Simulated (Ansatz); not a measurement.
Isolated molecules relaxed with PBE0-D4/def2-TZVP in Ansatz; ΔE leaves out vibrations. CBS: MP2 limit from def2 TZ/QZ plus the TZ coupled-cluster correction, frozen cores. This one scheme is used for every species. Functionals use def2-TZVPP. For Zn outer-core shells are correlated without core-valence functions, which leaves a few kJ/mol of doubt a bond. Scalar relativity is left out up to krypton. Each species was taken in one conformer, which may not be the lowest.

`[SiH3][O][Zn][O][SiH3]` + `OB(Cl)Cl` → `[SiH3]OB(Cl)Cl` + `[OH][Zn][O][SiH3]`  (ligand exchange at the Si–O bond)

CCSD(T)/CBS gives +0.19 eV.

Problem. Another level gave +0.23 eV. Which?
A. BLYP-D4/def2-TZVPP
B. LC-ωPBE/def2-TZVPP
C. revPBE/def2-TZVPP
D. HF/def2-TZVPP

Solution. B. LC-ωPBE 0.23, revPBE 0.18, HF/def2-TZVPP 0.29, BLYP-D4 0.12 eV.

Largest T1 diagnostic among the species: 0.016.

From PBE to PBE0 (25 % exact exchange), in def2-TZVPP and without D4, ΔE moves by +0.04 eV. The D4 term adds −0.03 eV with B3LYP and −0.02 eV with PBE0; it sums over pairs of atoms, weighted by their polarisabilities, and B3LYP, whose exchange is more repulsive, gets the larger term.

B3LYP here is the variant with VWN-RPA as its local correlation; programs differ in this.
